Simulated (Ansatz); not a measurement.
C$_{2}$H$_{5}$BS (`CBC=S`) at its PBE0-D4/def2-TZVP geometry, where that method's forces vanish. Total charge 0; spin multiplicity 1.

```xyz
9

C    -1.0677    0.0215   -0.5885
B     0.4664    0.1686   -0.3048
C     1.1377   -0.3972    0.9513
S     1.0313    0.9421    1.8575
H    -1.6554   -0.3110    0.2687
H    -1.1816   -0.7289   -1.3832
H    -1.4992    0.9447   -0.9824
H     1.1893    0.6939   -1.1058
H     1.5793   -1.3335    1.2872
```

(1) What forces (eV/Å) does B3LYP-D4/def2-TZVPP give on these atoms in the Gaussian-basis code of Ansatz? (Estimate.)

## Answers

(1) Computed: 
```
C1  -0.067 -0.006 -0.040
B2   0.130 -0.059 -0.210
C3   0.015 -0.152 -0.103
S4   0.049  0.212  0.318
H5   0.016  0.019 -0.045
H6  -0.014  0.025  0.029
H7   0.002 -0.042  0.021
H8  -0.092 -0.058  0.073
H9  -0.038  0.060 -0.043
```

B3LYP here is the variant with VWN-RPA as its local correlation; programs differ in this.
